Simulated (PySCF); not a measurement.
**CuCl to CuCl₄: adding ligands**

Level: PBE in the def2-SVP basis family, all electrons, no relativity, computed in PySCF with density fitting; open shells unrestricted.

Each entry is the lowest minimum that a search over a few typed start shapes (and spin states, where more than one is plausible) found, or that minimum re-optimised at the stated level; isomers with ligand–ligand bonds, or fragments after loss of a ligand pair, can lie lower.

```csv
molecule,2S+1,point group,mean bond to Cu (Å),gap (eV),lowest ω (cm⁻¹),dipole (D),atomisation (kJ/mol)
CuCl,1,C∞v,2.074,1.83,413,4.54,384
CuCl₃,3,D3h,2.146,–,91,0.00,838
CuCl₄,2,D4h,2.173,–,73,0.00,1006
```

The bond lengthens at every step; the largest change, 0.072 Å, falls between CuCl and CuCl₃ among the members listed.

The shape changes along the series: C∞v for CuCl; D3h for CuCl₃; D4h for CuCl₄.

Left out of the table are members whose search was unfinished or whose lowest solution was spin-contaminated, unstable, very soft or bonded differently.

Open d and f shells are single-determinant solutions and may miss the true ground state.
